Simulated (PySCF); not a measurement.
A structure optimised at r2SCAN-D4/def2-TZVP, used in a PySCF frequency run:

```
Al
O 1 1.5994
Br 1 2.2158 2 180.00
```

Write its SMILES, formula and point group.

[O]=[Al][Br], AlBrO, C∞v

What are its rotational constants (standard atomic weights)?

2.0498 GHz (linear rotor, B only)
